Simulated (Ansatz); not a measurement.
## SiNH4O2 (SMILES N[Si](O)O): methods side by side

The species is SiNH4O2 (8 atoms), meant as a doublet with charge 0. SMILES: `N[Si](O)O`. The shape was relaxed beforehand at PBE0/def2-SVP. This is one conformer, not always the lowest.

```xyz
8

N    -0.5021    1.2769    0.1282
Si    0.0960   -0.2439   -0.3827
O     1.6593   -0.2895    0.2096
O    -0.9674   -1.3479    0.2862
H     0.0707    2.1094    0.0659
H    -1.4941    1.4787    0.1116
H     2.2554   -0.8592   -0.2853
H    -1.0257   -2.1818   -0.1892
```

Quantity: the dissociation energy of the O4–Si2 bond into doublet OH and singlet SiNH3O (shapes relaxed at PBE0/def2-SVP, no zero-point term), in eV. The values are calculated.

| level | kind | program | value (eV) | CPU time (all runs) |
| --- | --- | --- | --- | --- |
| USVWN5/def2-SVP | LDA | Ansatz | 4.19 | 2.1 s |
| UPBE/def2-SVP | GGA | Ansatz | 3.47 | 3.9 s |
| U-r2SCAN/def2-SVP | meta-GGA | Ansatz | 3.52 | 8.6 s |
| UB3LYP/def2-SVP | global hybrid | Ansatz | 3.23 | 4.9 s |
| UPBE0-D4/def2-SVP | global hybrid | Ansatz | 3.43 | 4.8 s |
| UCAM-B3LYP/def2-SVP | range-separated hybrid | Ansatz | 3.37 | 5.7 s |
| UB2PLYP/def2-SVP | double hybrid | Ansatz | 3.26 | 6 s |
| RPA@PBE/def2-SVP | RPA | Ansatz | 2.68 | 8.2 s |
| UMP2/def2-SVP | perturbation theory | Ansatz | 3.44 | 1.6 s |

The values span 2.68 to 4.19 eV. A fragment with an even electron count was run as a singlet and may have a lower triplet. Measured bond enthalpies also hold zero-point and thermal terms, a few tenths of an eV less. Times are those of the runs behind each value, whatever else they computed, on shared processors of several kinds: orders of magnitude only.
